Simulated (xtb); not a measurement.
GeFCl3, SMILES [Cl][Ge]([Cl])([F])[Cl]. All values are semi-empirical tight-binding results from xtb (GFN2-xTB unless named), good for trends rather than for accurate numbers. Coordinates come from a GFN2-xTB optimisation.

For metal compounds this method's bond lengths and energies can be far off.

Computed properties:
```yaml
point_group_as_xtb_finds_it: C3v
orbital_gap: 5.25 eV
zero_point_energy: 3.1 kcal/mol
G − E(el) at 298.15 K (modified RRHO): -17.7 kcal/mol
```
